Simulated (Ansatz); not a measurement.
System: HBOCl, charge 0, doublet. HBOCl (SMILES O[B]Cl, doublet).
B3LYP-D3(BJ)/def2-TZVP minimum from Ansatz (a program for electronic structure):
```xyz
4

B      0.3498     0.7281    -0.1869
Cl    -0.9102    -0.5041    -0.2177
O      1.5073     0.6385     0.4599
H      1.6657    -0.1798     0.9565
```
Charge 0, spin multiplicity 2.

Total energies in hartree (Ansatz). Radicals and triplets start from unrestricted determinants; spin-orbit coupling is neglected. Cores are frozen in correlated methods. No relativity. For partners of very few electrons the exact lower level stands in for a higher one.

```tsv
species	HF/cc-pV(T+d)Z	CCSD(T)/cc-pV(T+d)Z	HF/cc-pV(Q+d)Z	CCSD(T)/cc-pV(Q+d)Z	CCSD(T)/cc-pV(D+d)Z	CCSDT(Q)/cc-pV(D+d)Z
1: HBOCl (SMILES [B](O)Cl, doublet)	-559.72446	-560.26801	-559.73574	-560.32196	-560.09462	-560.09642
2: B (doublet)	-24.53207	-24.59810	-24.53297	-24.60084	-24.58941	-24.58977
3: Cl (doublet)	-459.48556	-459.67356	-459.48916	-459.69449	-459.60403	-459.60445
4: O (triplet)	-74.81176	-74.97396	-74.81729	-74.99357	-74.90995	-74.91013
5: H (doublet)	-0.49981	-0.49981	-0.49995	-0.49995	-0.49928	-0.49928
```

Work out the atomisation energy (electronic, to ground-state atoms) in kJ/mol: take Hartree-Fock from cc-pV(Q+d)Z, extrapolate the CCSD(T) correlation energy as X^-3 (X = 3, 4), and add CCSDT(Q) - CCSD(T) in cc-pV(D+d)Z. 1 hartree = 2625.5 kJ/mol.


Species 1: correlation (64·(-0.58622) - 27·(-0.54355))/37 = -0.61736; step -0.00180; E1 = -559.73574 + (-0.61736) + (-0.00180) = -560.35490
Species 2: correlation (64·(-0.06787) - 27·(-0.06603))/37 = -0.06921; step -0.00036; E2 = -24.53297 + (-0.06921) + (-0.00036) = -24.60254
Species 3: correlation (64·(-0.20533) - 27·(-0.18800))/37 = -0.21798; step -0.00042; E3 = -459.48916 + (-0.21798) + (-0.00042) = -459.70756
Species 4: correlation (64·(-0.17628) - 27·(-0.16220))/37 = -0.18655; step -0.00018; E4 = -74.81729 + (-0.18655) + (-0.00018) = -75.00402
Species 5: correlation (64·(0.00000) - 27·(0.00000))/37 = 0.00000; step +0.00000; E5 = -0.49995 + (0.00000) + (+0.00000) = -0.49995
-1·E1 +1·E2 +1·E3 +1·E4 +1·E5 = 0.54083 hartree = 1419.9 kJ/mol.
